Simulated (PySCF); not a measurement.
Run record: geometry optimisation, `Br[SiH2][Si@H](N)C`.

Computed with PBE0-D3(BJ)/def2-SVP geometry optimisation, gas phase (PySCF 2.14.0). Start geometry: GFN2-xTB. The command runs a driver script over a list of jobs; the input below is this job's line of settings and its coordinates in Å.

Command:
```bash
OMP_NUM_THREADS=1 python probes_run.py task.json out
```

Input:
```
{"job": {"xc": "PBE0", "basis": "def2-SVP", "d3": "d3bj", "grid": 1, "shake": 0.01, "kind": "geom"}, "charge": 0, "multiplicity": 1}
C     -1.704020     0.478510    -0.610070
Si    -0.343810    -0.386890     0.317910
N      0.271760    -1.576210    -0.761200
Si     1.475110     1.031810     0.716360
Br     3.125010    -0.203770     1.527390
H     -1.378690     0.927830    -1.555260
H     -2.526360    -0.181140    -0.842850
H     -2.123920     1.319770    -0.027830
H     -0.903690    -0.906610     1.601540
H     -0.338300    -2.173340    -1.257350
H      1.109120    -2.094220    -0.486250
H      2.102830     1.704920    -0.393570
H      1.240780     2.042460     1.760860
```

Output:
```
step   0  E = -3249.67531424  max force = 0.029584
step   1  E = -3249.68058167  max force = 0.008077
step   2  E = -3249.68110952  max force = 0.003876
step   3  E = -3249.68120203  max force = 0.000986
step   4  E = -3249.68122499  max force = 0.000485
step   5  E = -3249.68124850  max force = 0.000403
step   6  E = -3249.68125854  max force = 0.000403
optimisation converged
```

Energies in Eh; «max force» is the largest Cartesian gradient component in Eh/bohr.

**Question.** How much energy does the optimisation release, in eV?

**Answer.** E(step 0) − E(last step) = 0.005944 Eh, which is 0.162 eV.

**Question.** Give the first gradient maximum in eV/Å.

**Answer.** With 1 Eh/bohr = 51.422 eV/Å, 1.521 eV/Å.

In short: final energy -3249.68126 Eh after 6 steps; dipole 2.36 D.

**Question.** Where do the atoms end?

**Answer.** 0.099 Å rms from the input after alignment:
```
atom  x, y, z in Å
C1    -0.6782    0.9642    0.5738
Si2    0.6464   -0.0113    1.4749
N3     1.3242   -1.2022    0.4091
Si4    2.4997    1.2986    2.0645
Br5    4.0584   -0.1809    2.7429
H6    -0.2726    1.4108   -0.3461
H7    -1.5193    0.3083    0.2963
H8    -1.0801    1.7667    1.2111
H9     0.0639   -0.5271    2.7634
H10    0.7122   -1.8750   -0.0424
H11    2.1883   -1.6514    0.6986
H12    3.0882    2.0636    0.9238
H13    2.2700    2.2444    3.1981
```

Hardware: an Arm Neoverse V2 with one thread, on a shared host. Cost: 57 s, 0.54 GiB resident at most.
Labels such as C1 count atoms from 1, the log's own numbers from 0.
